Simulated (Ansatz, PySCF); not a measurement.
System (SMILES): C=C(F)F.
Geometry (B3LYP-D3(BJ)/def2-TZVP, fixed):
```
C
C 1 1.3156
F 1 1.3225 2 125.22
F 1 1.3225 2 125.22 3 -180.00
H 2 1.0775 1 119.81 3 0.00
H 2 1.0775 5 120.39 1 180.00
```

Near-linear dependence at HF/6-311++G(2d,2p) with PySCF (spherical functions, density fitting): canonical orthogonalisation drops combinations whose overlap eigenvalue lies under the threshold. The set has 128 functions.

```tsv
threshold	orbitals kept	energy minus last row (mEh)	SCF cycles
1e-3	126	0.231	11
1e-4	128	0.000	11
1e-5	128	0.000	11
1e-6	128	0.000	11
1e-7	128	0.000	11
1e-9	128	0.000	11
```

The smallest overlap eigenvalue is 1.0e-04. Ansatz (a quantum-chemistry and plane-wave program) at its default drops 0 functions.
